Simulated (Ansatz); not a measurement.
Abridged output of a molecular run in Ansatz:

```
Functional definition: HF
1021 factors; integrals over basis functions are off by at most 1.2e-3 eV
mean field evaluation 1: about -23525.4043 eV, gradient 2.9e1 eV
mean field evaluation 2: about -23525.4114 eV, gradient 2.9e1 eV
mean field evaluation 4: about -23527.9676 eV, gradient 2.5e0 eV
mean field evaluation 8: about -23527.9920 eV, gradient 8.0e-5 eV
mean field -23527.99196189 eV, -864.6377567537 hartree, gradient 9.8e-7 eV, S^2 0.000000; 0 other end points of the search recorded, 0 dependent functions left out
13 core orbitals not correlated: weight in the atoms' cores, before any rotation towards them, 1.000 or more for the frozen orbitals, at most 0.000 for the correlated occupied ones
reference -23527.99196189 eV, -864.6377567537 hartree; 14, 14 occupied and 76, 76 virtual orbitals, 1021 factors
second order -16.81276896 eV of doubles, -0.00000000 eV of singles
cycle   1  -17.57488616 eV  change   -7.6e-1 eV  update   9.7e-2
cycle   2  -18.06793821 eV  change   -4.9e-1 eV  update   3.0e-2
cycle   3  -18.16653450 eV  change   -9.9e-2 eV  update   1.3e-2
cycle   4  -18.17185290 eV  change   -5.3e-3 eV  update   4.0e-3
cycle   5  -18.17366182 eV  change   -1.8e-3 eV  update   1.3e-3
cycle   6  -18.17384461 eV  change   -1.8e-4 eV  update   4.2e-4
cycle   7  -18.17400862 eV  change   -1.6e-4 eV  update   1.1e-4
cycle   8  -18.17408503 eV  change   -7.6e-5 eV  update   3.4e-5
cycle   9  -18.17407754 eV  change    7.5e-6 eV  update   9.9e-6
perturbative correction -0.61095756 eV, -0.0224522763 hartree
Total energy: -23546.77699699 eV, -865.3280940607 hartree
```

Its atoms:

Cartesian coordinates in Å:
```
C -0.3942 2.3104 1.1686
C -0.4949 1.2911 0.5320
Si -0.6119 -0.2436 -0.4413
C 0.9883 -1.1755 -0.3895
Cl -2.1119 -1.4026 0.3589
H -0.3108 3.2110 1.7330
H -1.0163 0.1007 -1.8230
H 0.9106 -2.1007 -0.9644
H 1.2516 -1.4252 0.6401
H 1.7895 -0.5656 -0.8145
```

Task: Which basis set was used?
A. cc-pV(T+d)Z
B. def2-TZVPPD
C. def2-SVP
D. def2-TZVPP

Result: C. It gives 103 functions.

Task: Write the keys of the input that set method, charge and spin (a neutral closed shell needs none for the last two).

Result: 
```yaml
correlation: {method: ccsd_t}
```
